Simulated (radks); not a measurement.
Values are calculated unless marked as measured or tabulated.
Isoelectronic series with 16 electrons, each ion in its NIST ground configuration. Level of theory: scalar-relativistic Kohn-Sham, BLYP, spin-polarised, spherical densities, finite nucleus; open shells are filled with parallel spins first; Fermi nuclear charge, rms radius of each element as measured or else 0.836 A^(1/3) + 0.57 fm (a radial shooting solver on a logarithmic mesh with Libxc functionals). Total energies (hartree) and orbital eigenvalues (hartree):

| ion | configuration | E (hartree) | 3p down | 3p up |
|---|---|---|---|---|
| S | [Ne] 3s2 3p4 | -399.25952 | -0.21808 | -0.27456 |
| Cl+ | [Ne] 3s2 3p4 | -461.16085 | -0.66594 | -0.73793 |
| Ar2+ | [Ne] 3s2 3p4 | -527.84701 | -1.24601 | -1.33262 |
| K3+ | [Ne] 3s2 3p4 | -599.31414 | -1.95001 | -2.05065 |
| Ca4+ | [Ne] 3s2 3p4 | -675.56469 | -2.77394 | -2.88823 |
| Sc5+ | [Ne] 3s2 3p4 | -756.60477 | -3.71553 | -3.84319 |
| Ti6+ | [Ne] 3s2 3p4 | -842.44285 | -4.77341 | -4.91421 |
| V7+ | [Ne] 3s2 3p4 | -933.08920 | -5.94665 | -6.10043 |
| Cr8+ | [Ne] 3s2 3p4 | -1028.55534 | -7.23468 | -7.40130 |
| Mn9+ | [Ne] 3s2 3p4 | -1128.85414 | -8.63710 | -8.81645 |
